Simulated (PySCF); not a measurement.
Atom-mapped SMILES (the numbers label the heavy atoms): `[CH3:1][C:2](=[O:3])[c:4]1[cH:5][p:6][cH:7][nH:8]1` (H(Xn): hydrogen on atom n).

[PySCF 2.14.0 with density-fitted response routines: structure optimised with GFN2-xTB; NMR shieldings at PBE0/pcSseg-1/GIAO; non-relativistic; one computed conformer; no solvent model; rapidly exchanging positions averaged]

Shifts are taken against calculated references (same method and geometry level): 13C (σref 186.93) and 1H (σref 31.72) vs TMS; H2O for 17O (σref 336.08); 31P (σref 318.38) vs H3PO4; NH3 for 15N (σref 267.73).

```tsv
atoms	nucleus	count	δ (ppm)
H(C5)	1H	1	8.13
C2	13C	1	?
O3	17O	1	592.8
H(C1)	1H	3	2.63
C1	13C	1	28.1
C4	13C	1	144.3
N8	15N	1	?
H(N8)	1H	1	10.03
H(C7)	1H	1	8.33
C7	13C	1	160.4
C5	13C	1	?
P6	31P	1	?
```

Estimate the values marked ?.

Answers


- C2: 191.6 ppm, ketone carbonyl carbon; low-lying n→π* states of the double bond to the heteroatom give a large paramagnetic term (-250 ppm)
- C5: 144.3 ppm, aromatic CH
- P6: 133.3 ppm, phosphorus bonded to 2 C, in a 5-membered ring
- N8: 198.7 ppm, pyrrole-type ring nitrogen

The OH or NH signal is concentration- and solvent-dependent in practice; the value given is the gas-phase one. Shifts are as computed. Against solution values, carbons near 30 ppm lie about +3 ppm off and those near 130 ppm about +5 ppm. Of 1211 compounds with measured shifts, 218 miss one by over three times the rms of a fit or turn the order of signals round; such compounds aren't used in these exercises. Unscaled 17O shifts of doubly bonded oxygen tend to come out too high, by tens of ppm or more. Experimental scales use liquid or dissolved standards, which lie at an offset from isolated NH3 (liquid NH3: subtract about 20 ppm) and H2O (liquid H2O: subtract about 36 ppm) and H3PO4. Unscaled 15N shifts of sp2 nitrogen come out 20 to 40 ppm too high even then.
